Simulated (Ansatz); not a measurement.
Reaction (redistribution): `F[SiH2]S[SiH](F)F` + `COBF` → `CO[SiH2]S[SiH](F)F` + `FBF`

Gas-phase electronic energies from Ansatz, PBE0-D4/def2-TZVP geometries. CBS: MP2 limit from def2 TZ/QZ plus the TZ coupled-cluster correction, frozen cores. This one scheme is used for every species. Functionals use def2-TZVPP. One conformer a species, not always the lowest.

Task: Is it downhill or uphill in electronic energy at CCSD(T)/CBS, and by how much? (An estimate is asked.)

Result: Ansatz gave: Uphill: ΔE = +0.30 eV.

Task: What do these levels give: r2SCAN-D4, PBE, r2SCAN, SCS-MP2/def2-TZVPP, CCSD/def2-TZVPP, HF/def2-QZVPP? (An estimate is asked.)

Result: The calculation gave: r2SCAN-D4 0.31, PBE 0.37, r2SCAN 0.33, SCS-MP2/def2-TZVPP 0.28, CCSD/def2-TZVPP 0.28, HF/def2-QZVPP 0.33 eV.

Largest T1 diagnostic among the species: 0.013.

In def2-TZVPP, CCSD(T) changes the Hartree–Fock value by −0.04 eV (the triples alone add −0.01 eV) and MP2 by −0.05 eV. The D4 term adds −0.09 eV with B3LYP and −0.05 eV with PBE0; it sums over pairs of atoms, weighted by their polarisabilities, and B3LYP, whose exchange is more repulsive, gets the larger term.

B3LYP here is the variant with VWN-RPA as its local correlation; programs differ in this.
